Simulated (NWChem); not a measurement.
System: AlH2Se2Cl; SMILES [Cl][Al]([SeH])[SeH]

NWChem printed, in part:

```
             Northwest Computational Chemistry Package (NWChem) 7.3.0
             --------------------------------------------------------

 C2V symmetry detected

                             Geometry "geometry" -> ""
                             -------------------------

 Output coordinates in angstroms (scale by  1.889725989 to convert to a.u.)

  No.       Tag          Charge          X              Y              Z
 ---- ---------------- ---------- -------------- -------------- --------------
    1 Al                  13.0000     0.00000000     0.00000000     0.39935364
    2 Cl                  17.0000     0.00000000     0.00000000     2.49934564
    3 Se                  34.0000    -2.05698354     0.00000000    -0.64279236
    4 H                    1.0000    -1.45136718     0.00000000    -1.98529636
    5 Se                  34.0000     2.05698354     0.00000000    -0.64279236
    6 H                    1.0000     1.45136718     0.00000000    -1.98529636

 Effective nuclear repulsion energy (a.u.)     613.0779319063

      Symmetry information
      --------------------

 Group name             C2v
 Group number             16
 Group order               4
 No. of unique centers     4

  xc_inp: hfexch multiplicative factor not found.

                                 NWChem DFT Module
                                 -----------------

 Summary of "ao basis" -> "ao basis" (spherical)
 ------------------------------------------------------------------------------
       Tag                 Description            Shells   Functions and Types
 ---------------- ------------------------------  ------  ---------------------
 Al                        def2-tzvpp               14       42   5s5p3d1f
 Cl                        def2-tzvpp               14       42   5s5p3d1f
 Se                        def2-tzvpp               16       48   6s5p4d1f
 H                         def2-tzvpp                6       14   3s2p1d

      Symmetry analysis of basis
      --------------------------

        a1         78
        a2         28
        b1         62
        b2         40

            General Information
            -------------------
          SCF calculation type: DFT
          Wavefunction type:  closed shell.
          No. of atoms     :     6
          No. of electrons :   100
           Alpha electrons :    50
            Beta electrons :    50
          Charge           :     0
          Spin multiplicity:     1
          Use of symmetry is: on ; symmetry adaption is: on
          Maximum number of iterations: 150
          AO basis - number of functions:   208
                     number of shells:    72
          Convergence on energy requested:  1.00D-06
          Convergence on density requested:  1.00D-05
          Convergence on gradient requested:  5.00D-04

              XC Information
              --------------
                     Hartree-Fock (Exact) Exchange  1.000

      Superposition of Atomic Density Guess
      -------------------------------------

 Sum of atomic energies:       -5501.96518402

      Non-variational initial energy
      ------------------------------

 Total energy =   -5502.852385
 1-e energy   =   -8883.320615
 2-e energy   =    2767.390298
 HOMO         =      -0.303958
 LUMO         =      -0.004573

      Symmetry analysis of molecular orbitals - initial
      -------------------------------------------------

  Numbering of irreducible representations:

     1 a1          2 a2          3 b1          4 b2

  Orbital symmetries:

     1 a1          2 b1          3 a1          4 a1          5 b1
     6 a1          7 a1          8 b1          9 b1         10 a1
    11 b2         12 a2         13 a1         14 a1         15 b1
    16 a1         17 b1         18 b2         19 a1         20 b1
    21 a1         22 b1         23 b2         24 a2         25 a1
    26 a1         27 b1         28 b2         29 a1         30 b1
    31 a1         32 b1         33 b2         34 a2         35 b2
    36 a2         37 a1         38 b1         39 a1         40 a1
    41 b1         42 a1         43 b1         44 a1         45 b2
    46 b1         47 a1         48 b1         49 b2         50 a2
    51 a1         52 b2         53 a1         54 b1         55 a1
    56 b1         57 a1         58 a1         59 b1         60 b2

------------------------------------------------------------
EAF file 0: "./job.aoints.0" size=162004992 bytes
------------------------------------------------------------
               write      read    awrite     aread      wait
               -----      ----    ------     -----      ----
     calls:      309         0         0         0         0
   data(b): 1.62e+08  0.00e+00  0.00e+00  0.00e+00
   time(s): 0.00e+00  0.00e+00  0.00e+00  0.00e+00  0.00e+00
rate(mb/s): 0.00e+00  0.00e+00
------------------------------------------------------------

     ---------------------------------------------
      Total Density - Mulliken Population Analysis
     ---------------------------------------------

    Atom       Charge   Shell Charges
 -----------   ------   -------------------------------------------------------
    1 Al  13    12.05   2.00  0.65  1.33  0.73  0.21  2.91  2.28  0.82  0.65  0.18  0.00  0.12  0.12  0.06
    2 Cl  17    17.46   2.01  0.45  1.52  1.11  0.83  4.19  1.69  1.12  2.99  1.54  0.00  0.00  0.01  0.00
    3 Se  34    34.43   2.00  2.00  1.16  0.78  0.99  0.89  6.00  5.94  1.01  2.43  1.21  8.96  1.05 -0.01  0.04  0.00
    4 H    1     0.82   0.18  0.43  0.17  0.01  0.03  0.00
    5 Se  34    34.43   2.00  2.00  1.16  0.78  0.99  0.89  6.00  5.94  1.01  2.43  1.21  8.96  1.05 -0.01  0.04  0.00
    6 H    1     0.82   0.18  0.43  0.17  0.01  0.03  0.00

   convergence    iter        energy       DeltaE   RMS-Dens  Diis-err
 ---------------- ----- ----------------- --------- --------- ---------
 d= 0,ls=0.0,diis     1  -5502.4128402529 -6.12D+03  2.30D-03  2.38D-01
 d= 0,ls=0.0,diis     2  -5502.4578989689 -4.51D-02  8.17D-04  6.14D-02
 d= 0,ls=0.0,diis     3  -5502.4665435291 -8.64D-03  3.14D-04  3.03D-03
 d= 0,ls=0.0,diis     4  -5502.4674954971 -9.52D-04  9.07D-05  3.12D-04
 d= 0,ls=0.0,diis     5  -5502.4675784272 -8.29D-05  3.06D-05  2.94D-05
  Resetting Diis
 d= 0,ls=0.0,diis     6  -5502.4675875112 -9.08D-06  8.62D-06  1.52D-06
 d= 0,ls=0.0,diis     7  -5502.4675880886 -5.77D-07  1.72D-06  1.19D-07

         Total DFT energy =    -5502.467588088610
      One electron energy =    -8886.398050714817
           Coulomb energy =     2988.485639746956
    Exchange-Corr. energy =     -217.633109027052
 Nuclear repulsion energy =      613.077931906304

 Numeric. integr. density =        0.000000000000

                  Occupations of the irreducible representations
                  ----------------------------------------------

                     irrep           alpha         beta
                     --------     --------     --------
                     a1               21.0         21.0
                     a2                5.0          5.0
                     b1               16.0         16.0
                     b2                8.0          8.0

                       DFT Final Molecular Orbital Analysis
                       ------------------------------------

 Vector   48  Occ=2.000000D+00  E=-4.074468D-01  Symmetry=b1
              MO Center=  3.9D-13, -1.5D-14, -4.1D-01, r^2= 6.2D+00
   Bfn.  Coefficient  Atom+Function         Bfn.  Coefficient  Atom+Function
  ----- ------------  ---------------      ----- ------------  ---------------
   100      0.321514  3 Se px               162      0.321514  5 Se px
    15     -0.222139  1 Al px                94     -0.206322  3 Se px
   156     -0.206322  5 Se px               103      0.189311  3 Se px
   165      0.189311  5 Se px                97      0.172962  3 Se px
   159      0.172962  5 Se px                57      0.138725  2 Cl px

 Vector   49  Occ=2.000000D+00  E=-3.864928D-01  Symmetry=b2
              MO Center=  8.2D-14, -2.0D-16, -5.1D-01, r^2= 5.6D+00
   Bfn.  Coefficient  Atom+Function         Bfn.  Coefficient  Atom+Function
  ----- ------------  ---------------      ----- ------------  ---------------
   101      0.340633  3 Se py               163      0.340633  5 Se py
   104      0.215548  3 Se py               166      0.215548  5 Se py
    95     -0.208975  3 Se py               157     -0.208975  5 Se py
    98      0.176605  3 Se py               160      0.176605  5 Se py
    16      0.117761  1 Al py                58     -0.094824  2 Cl py

 Vector   50  Occ=2.000000D+00  E=-3.675338D-01  Symmetry=a2
              MO Center= -9.9D-14,  8.4D-16, -6.1D-01, r^2= 5.8D+00
   Bfn.  Coefficient  Atom+Function         Bfn.  Coefficient  Atom+Function
  ----- ------------  ---------------      ----- ------------  ---------------
   101      0.360330  3 Se py               163     -0.360330  5 Se py
   104      0.241886  3 Se py               166     -0.241886  5 Se py
    95     -0.222200  3 Se py               157      0.222200  5 Se py
    98      0.188933  3 Se py               160     -0.188933  5 Se py
    92      0.067553  3 Se py               154     -0.067553  5 Se py

 Vector   51  Occ=0.000000D+00  E= 6.960906D-02  Symmetry=b2
              MO Center=  3.3D-14,  3.1D-14,  2.7D-01, r^2= 5.5D+00
   Bfn.  Coefficient  Atom+Function         Bfn.  Coefficient  Atom+Function
  ----- ------------  ---------------      ----- ------------  ---------------
    19      0.989108  1 Al py               104     -0.360923  3 Se py
   166     -0.360923  5 Se py                16      0.345022  1 Al py
    61     -0.271560  2 Cl py               101     -0.115181  3 Se py
   163     -0.115181  5 Se py                58     -0.100808  2 Cl py
    95      0.090632  3 Se py                98     -0.090195  3 Se py

[...]
```

Level: Hartree-Fock/def2-TZVPP. Coordinates come from a PBE0/def2-SVP optimisation.

Task: Reconstruct the input file.

Result: One answer among several that fit: the input that was run:
```
start job
memory heap 200 mb stack 900 mb global 1100 mb
geometry units angstroms noautoz
  Al     0.000000     0.000000     0.405998
  Cl     0.000000     0.000000     2.505990
  Se    -2.056974    -0.006264    -0.636148
  H     -1.451360    -0.004566    -1.978652
  Se     2.056974     0.006264    -0.636148
  H      1.451360     0.004566    -1.978652
end
basis spherical
  Al library def2-tzvpp
  Cl library def2-tzvpp
  Se library def2-tzvpp
  H library def2-tzvpp
end
dft
  xc hfexch
  iterations 150
  semidirect filesize 400000000
  mulliken
end
task dft energy
```
